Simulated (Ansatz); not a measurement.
Gas-phase electronic energies from Ansatz, PBE0-D4/def2-TZVP geometries. CCSD(T)/CBS is the MP2 limit (def2-TZVPP, def2-QZVPP) plus CCSD(T) − MP2 in def2-TZVPP, frozen cores. DFT in def2-TZVPP. B3LYP here is the variant with VWN-RPA as its local correlation; programs differ in this. Each species was taken in one conformer, which may not be the lowest.

`N[Si@H](Cl)[Si@@H](N)F` + `N[Si](N)(Cl)Cl` → `N[SiH](F)[Si](N)(Cl)Cl` + `N[SiH](N)Cl`  (redistribution)

| level | ΔE (kJ/mol) | difference from CCSD(T)/CBS |
| --- | --- | --- |
| PBE-D4 | 2.2 | 0.2 |
| r2SCAN-D4 | 2.7 | 0.7 |
| PBE0-D4 | 2.8 | 0.8 |
| B3LYP-D4 | 1.2 | -0.8 |
| ωB97X-V | 2.7 | 0.7 |
| ωB97M-V | 2.5 | 0.5 |
| B2PLYP | 1.8 | -0.2 |
| PBE | 2.5 | 0.5 |
| r2SCAN | 2.9 | 0.9 |
| PBE0 | 3.2 | 1.2 |
| B3LYP | 1.6 | -0.4 |
| HF/def2-TZVPP | 2.6 | 0.6 |
| MP2/def2-TZVPP | 2.3 | 0.3 |
| SCS-MP2/def2-TZVPP | 2.3 | 0.3 |
| CCSD/def2-TZVPP | 3.1 | 1.1 |
| CCSD(T)/def2-TZVPP | 3.1 | 1.1 |
| HF/def2-QZVPP | 2.3 | 0.3 |
| MP2/def2-QZVPP | 1.6 | -0.4 |
| SCS-MP2/def2-QZVPP | 1.7 | -0.3 |
| HF/CBS(def2) | 2.3 | 0.3 |
| MP2/CBS(def2) | 1.3 | -0.7 |
| CCSD/CBS(def2) | 2.1 | 0.1 |
| CCSD(T)/CBS | 2.0 | 0 |

Largest T1 diagnostic among the species: 0.011.
